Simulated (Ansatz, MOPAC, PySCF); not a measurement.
Pair of molecules: PH3 (SMILES P) (first 4 atoms) with AsH3 (SMILES [AsH3]); geometry from B3LYP-D3(BJ)/def2-TZVP, rigid monomers moved along the line of their centres of mass till P1···As5 is 4.19 Å.
(charge 0, multiplicity 1):
```xyz
8

P     -0.0237     0.1221    -0.4746
H      1.3881    -0.0020    -0.4601
H     -0.2378    -1.2642    -0.2726
H     -0.1115     0.0255    -1.8883
As     0.2436     0.4331     3.6923
H      0.3424     0.5594     5.2108
H     -1.2661     0.6334     3.7086
H      0.5013     1.9202     3.4869
```

Interaction energies are E(AB) − E(A) − E(B) at the monomers' geometry in the complex; basis-set methods are counterpoise corrected. Rows marked so take none.

Cores are frozen in the correlated methods. Filled d and f shells under p-block atoms count as core. CBS: X⁻³ extrapolation of the correlation energy, Hartree–Fock from the larger set. Rows in 3-21G, 6-31G*, STO-3G carry no dispersion term and start afresh at each structure (6-31G* with six Cartesian d functions); the Pople sets are all-electron and without relativity. The state reached by AM1, PM3 isn't checked.

Programs: Ansatz (a program for electronic structure); MOPAC for AM1, PM3 (differences of heats of formation); PySCF for 3-21G rows, 6-31G* rows, STO-3G rows, the dispersion terms. 

Other levels give for the interaction energy: PBE/def2-TZVPPD -25.9; B3LYP/def2-TZVPPD -2.1; B3LYP-D3(BJ)/def2-TZVPPD -52.7; wB97M-V/def2-TZVPPD -41.5; CCSD(T)/CBS(def2-SVPD, def2-TZVPPD) -38.4 meV.

Problem. What do these common cheap choices give for the same quantity: AM1, PM3, HF/STO-3G (no counterpoise), HF/3-21G (no counterpoise), B3LYP/3-21G (no counterpoise), B3LYP/6-31G*, B3LYP/6-31G* (no counterpoise), M06-2X/6-31G* (no counterpoise)?

Solution. AM1 -17.3; PM3 58.5; HF/STO-3G (no counterpoise) -8.4; HF/3-21G (no counterpoise) -37.8; B3LYP/3-21G (no counterpoise) -44.9; B3LYP/6-31G* -7.3; B3LYP/6-31G* (no counterpoise) -12.6; M06-2X/6-31G* (no counterpoise) -42.6 meV. They span -44.9 to 58.5 meV.
